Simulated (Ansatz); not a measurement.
`[F][Ti]([Cl])([Cl])[Cl]` + H₂O → `[OH][Ti]([F])([Cl])[Cl]` + HCl at 700 K and 1 bar (formal hydrolysis of a Ti–Cl bond).

Isolated molecules relaxed with PBE0-D4/def2-TZVP in Ansatz; ΔE leaves out vibrations. CBS: MP2 limit from def2 TZ/QZ plus the TZ coupled-cluster correction, frozen cores. This one scheme is used for every species. For Ti outer-core shells are correlated without core-valence functions, which leaves a few kJ/mol of doubt a bond. Scalar relativity is left out up to krypton. Each species was taken in one conformer, which may not be the lowest.

```csv
species,CCSD(T)/CBS energy (Eh),H − E (kJ/mol),S (J/(mol·K))
`[F][Ti]([Cl])([Cl])[Cl]`,-2328.31134,78.5,437.7
H₂O,-76.37941,80.5,218.4
`[OH][Ti]([F])([Cl])[Cl]`,-1944.30161,114.8,467.9
HCl,-460.38127,38.4,211.8
```

H − E and S are ideal-gas, rigid-rotor, harmonic terms from PBE0-D4/def2-TZVP, for one conformer and one mirror image of each species. 1 Eh = 2625.50 kJ/mol, R = 8.31446 J/(mol·K).

Q: By hand: ΔE, ΔH, ΔS and ΔG.

A: ΔE = (-1944.30161) + (-460.38127) − (-2328.31134) − (-76.37941) = 0.00787 Eh = 20.7 kJ/mol. Δ(H − E) = 114.8 + 38.4 − 78.5 − 80.5 = -5.8, so ΔH = 14.9 kJ/mol. ΔS = 467.9 + 211.8 − 437.7 − 218.4 = 23.6 J/(mol·K). ΔG = 14.9 − 700 × (23.6)/1000 = -1.6 kJ/mol.

Q: By hand: the equilibrium constant, and the temperature at which ΔG would vanish if ΔH and ΔS stayed fixed.

A: log₁₀ K = −ΔG/(RT ln 10) = 0.1. ΔG = 0 at ΔH/ΔS = 631 K.

TΔS isn't small against ΔH here. The sign of ΔG lies within the doubt. A doubt of 5 kJ/mol in ΔE shifts log₁₀ K by 0.4 here. Other conformers and mirror images would add mixing entropy, several J/(mol·K) or more a flexible species. These are equilibria of isolated gas molecules and say nothing of rates. Largest T1 diagnostic: 0.024 (customary marks: 0.02 for closed shells, 0.045 for open ones).
